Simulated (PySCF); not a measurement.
A structure optimised at ωB97X-D3(BJ)/def2-SVP, used in a PySCF frequency run:

```xyz
8

Si    -0.0326    -0.1816    -0.2878
N      1.4958    -0.5129     0.3725
O     -0.1287     1.4543    -0.5168
F     -1.2918    -0.5564     0.6841
H     -0.2287    -1.0022    -1.5036
H      1.9465    -1.4151     0.2840
H      1.9311     0.0835     1.0664
H     -1.0079     1.8399    -0.4473
```
Charge 0, spin multiplicity 1.

Task: Write its SMILES and formula.

Result: N[SiH](O)F, FH4NOSi

Task: What are its rotational constants (standard atomic weights)?

Result: 7.1077, 6.0834, 3.7932 GHz
